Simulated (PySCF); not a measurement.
## Electronic structure of C⁺ (carbon, charge +1) at the LDA level

Configuration: [He] 2s2 2p1, 2P determinant. Computed with PySCF 2.14 in dyall-acv3z, with scalar relativity by spin-free X2C-1e.

| Item | Value |
| --- | --- |
| Total energy | -37.0555 hartree |
| One-electron energy | -47.5649 hartree |
| Hartree (Coulomb) energy | 14.9640 hartree |
| Exchange-correlation energy | -4.4545 hartree |
| ⟨S²⟩ | 0.7512 |
| ⟨L²⟩ | 2.004 |
| Sum of ⟨r⟩ | 4.971 bohr |
| Sum of ⟨r²⟩ | 8.121 bohr² |
| Traceless quadrupole moment −½Σ⟨3z² − r²⟩ along its main axis | -1.03 e·bohr² |
| Langevin diamagnetic susceptibility | -6.43 ×10⁻⁶ cm³/mol |

```tsv
shell	electrons	mean orbital energy (eV)	rms radius, mean of both spins (bohr)
1s α	1	-285.88	0.317
1s β	1	-285.27	0.317
2s α	1	-26.119	1.61
2s β	1	-24.607	1.61
2p α	1	-17.806	1.65
```
